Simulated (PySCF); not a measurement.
## Dipole response of Os⁺ (osmium, charge +1)

[Xe] 4f14 5d6 6s1, high-spin 6D determinant. Calculation: PySCF 2.14, in x2c-TZVPPall with one added diffuse shell each of s, p, d, f type (12s8p8d4f1g, 113 functions); the spin-free X2C one-electron Hamiltonian (Gaussian nucleus). Coupled (time-dependent) response in atomic units; α is the mean over directions.

```csv
method,mean α (bohr³),"α xx, yy, zz",C₆ (like pair),S(−4)
PBE0,28.25,"28.55, 28.55, 27.66",234.8,308.2
```

S(−4) is the Cauchy moment in α(ω) = α(0) + S(−4) ω² + …

Spin-orbit coupling is absent.

α(iu) at PBE0:

```
u (hartree)  α(iu) (bohr³)
          0          28.25
     0.0500          27.51
      0.100          25.58
      0.200          20.52
      0.300          16.16
      0.500          10.78
      0.750          7.359
       1.00          5.460
       1.50          3.426
       2.00          2.370
       3.00          1.331
       5.00         0.5889
```

A single London oscillator, α(iu) = α/(1 + u²/ω²), gives C₆ = (3/4) ω α². Matching the computed C₆ needs ω = 4 × 234.8 / (3 × 28.25²) = 0.392 hartree.

For an ion, C₆ is the dispersion term alone; charge-induced terms of lower order in 1/R come first.

The components differ because the open shell of this determinant is not spherical; for a pure term their mean is the scalar polarisability.

Spin-orbit coupling, absent here, splits the open shell strongly.
